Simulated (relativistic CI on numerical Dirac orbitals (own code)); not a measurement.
Rh4+: L2,3 absorption edge

Computed with this model: Dirac-Coulomb-Breit CI, KLI orbitals optimised for each configuration, QED by a radiative potential, valence Slater integrals scaled by 0.7, multiplet model of core-to-valence dipole absorption; configurations [Kr] 4d5 → [He] 2s2 2p5 3s2 3p6 3d10 4s2 4p6 4d6; 10 K; Lorentzian 2.4 eV and Gaussian 0.5 eV FWHM. Energies are those of the free ion, without screening or charge transfer. The branching ratio is the share of the lower-energy edge in the whole absorption, uncertain by about 0.02 where the edges overlap. S is read from ⟨S²⟩ = S(S + 1).

Field parameters in Wybourne normalisation: Td as Oh with Dq negative (B⁴₀ = 21Dq, B⁴₄ = √(5/14) B⁴₀). The field is a parameter set, without covalency.

Case Td, 10Dq = -19400 cm⁻¹, the dichroism is that of the ground state at zero temperature, magnetised by exchange field 10 meV on Sz. The dichroism I(Δm = −1) − I(Δm = +1), over the sum of the three polarisations, integrates to 0.0914 on the lower edge and 0.0252 on the upper edge. The branching ratio is 0.800.

**Question.** Use the orbital sum rule with 5 holes to get ⟨Lz⟩.

**Answer.** For a p → d edge ⟨Lz⟩ = 2 × n_h × (sum of both integrals) in this sign convention = 1.17; the ground state itself has ⟨Lz⟩ = 1.17 and ⟨Sz⟩ = -0.45. The rule assumes one radial integral for both edges, which relativistic orbitals only approach.
